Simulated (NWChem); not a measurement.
Molecule: C$_{2}$H$_{3}$F$_{2}$NSi; SMILES F[C@H]1N=C[Si@@H]1F

```xyz
9

F     -1.1017    -1.8841    -0.1579
C     -0.3357    -0.9286     0.4692
N      1.1172    -1.1520     0.2432
C      1.5638     0.0106    -0.1149
Si    -0.1223     0.7869    -0.3674
F     -0.5647     2.1602     0.3586
H     -0.5405    -0.9748     1.5441
H      2.6315     0.1793    -0.2544
H     -0.5700     0.8647    -1.7812
```
Atoms are numbered in this order, from 1.

All runs: NWChem. Medium grid unless said otherwise, to which SCAN and Minnesota functionals are sensitive. All runs use the structure optimised with B3LYP/6-31G* (spherical d). B3LYP is NWChem's, with the RPA form of VWN correlation.

**Question.** Order these by “highest occupied level (eV)”, lowest first: B3LYP/def2-TZVP; PBE/def2-TZVP; M06-2X/def2-TZVP.

**Answer.** M06-2X/def2-TZVP (-8.97), B3LYP/def2-TZVP (-7.45), PBE/def2-TZVP (-6.27)
